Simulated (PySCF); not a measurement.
## Ne²⁺: excitation energy

Ne²⁺ [He] 2s2 2p4 (3P) → Ne²⁺ [He] 2s1 2p5 (3P), as a difference of total energies. Computed with PySCF 2.14 in dyall-av2z, with the non-relativistic Hamiltonian (point nucleus). Correlated levels: valence: 1s2 frozen; virtual orbitals above 40 to 60 times the deepest correlated orbital energy dropped. The calculations carry no spin-orbit coupling.

```json
{"method": "UHF", "excitation energy (eV)": "26.479"}
{"method": "MP2 (valence)", "excitation energy (eV)": "25.543"}
{"method": "CCSD (valence)", "excitation energy (eV)": "25.295"}
{"method": "CCSD(T) (valence)", "excitation energy (eV)": "25.260"}
```

Question: Estimate what CCSDT (valence) gives.

Answer: 25.254 eV, closest to CCSD(T) (valence) among the rows shown.

Question: Estimate what SCS-MP2 (valence) gives.

Answer: 25.441 eV, closest to MP2 (valence) among the rows shown.
